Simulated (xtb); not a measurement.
xtb input:

```bash
xtb mol.xyz --gfn 1 --sp --chrg -1 --uhf 0
```
mol.xyz:
```
11

C     -1.97374603    -0.94679771    -0.09092210
Si    -0.99111188     0.66184168    -0.12650040
O      0.48755048     0.53491363     0.47791764
Si     1.85950397    -0.44178648    -0.12512441
H     -1.45931680    -1.70028839    -0.69159340
H     -2.05661746    -1.32977166     0.92925481
H     -2.98280355    -0.80606823    -0.49172579
H     -1.03467239     1.15063202    -1.54230320
H     -1.76912628     1.66856551     0.66653877
H      2.11365307    -1.24066252     1.17527107
H      2.97346642     0.57829764     0.19949661
```

**Question.** Predict the final energy.

**Answer.** -14.59988 Eh (GFN1-xTB).

It need not be the lowest isomer of its formula. Whether it binds its extra electron was not tested at this geometry.
